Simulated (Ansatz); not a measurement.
`C[Si](Cl)(Cl)Cl` + CH₃NH₂ → `CN[Si](Cl)(Cl)Cl` + CH₄ at 298.15 K and 1 bar (ligand exchange at the Si–C bond).

Computed with Ansatz on PBE0-D4/def2-TZVP structures; ΔE is electronic, products minus reactants. CBS: MP2 limit from def2 TZ/QZ plus the TZ coupled-cluster correction, frozen cores. This one scheme is used for every species. One conformer a species, not always the lowest.

```
           species  CCSD(T)/CBS energy (Eh)  H − E (kJ/mol)  S (J/(mol·K))
 `C[Si](Cl)(Cl)Cl`              -1708.45088           133.0          349.6
            CH₃NH₂                -95.75281           180.0          240.4
`CN[Si](Cl)(Cl)Cl`              -1763.76586           184.0          395.6
               CH₄                -40.46206           127.4          186.2
```

H − E and S are ideal-gas, rigid-rotor, harmonic terms from PBE0-D4/def2-TZVP, for one conformer and one mirror image of each species. 1 Eh = 2625.50 kJ/mol, R = 8.31446 J/(mol·K).

By hand: ΔE, ΔH, ΔS and ΔG.

ΔE = (-1763.76586) + (-40.46206) − (-1708.45088) − (-95.75281) = -0.02423 Eh = -63.6 kJ/mol. Δ(H − E) = 184.0 + 127.4 − 133.0 − 180.0 = -1.6, so ΔH = -65.2 kJ/mol. ΔS = 395.6 + 186.2 − 349.6 − 240.4 = -8.2 J/(mol·K). ΔG = -65.2 − 298.15 × (-8.2)/1000 = -62.8 kJ/mol.

By hand: the equilibrium constant, and the temperature at which ΔG would vanish if ΔH and ΔS stayed fixed.

log₁₀ K = −ΔG/(RT ln 10) = 11.0. ΔG = 0 at ΔH/ΔS = 7951 K, far beyond where these terms or the molecules hold.

The number of gas molecules stays the same, so ΔS is small and ΔH decides. A doubt of 5 kJ/mol in ΔE shifts log₁₀ K by 0.9 here. Other conformers and mirror images would add mixing entropy, several J/(mol·K) or more a flexible species. Modes under 60 cm⁻¹, often nearly free rotors, make the harmonic entropy too high. These are equilibria of isolated gas molecules and say nothing of rates. Largest T1 diagnostic: 0.009 (customary marks: 0.02 for closed shells, 0.045 for open ones).
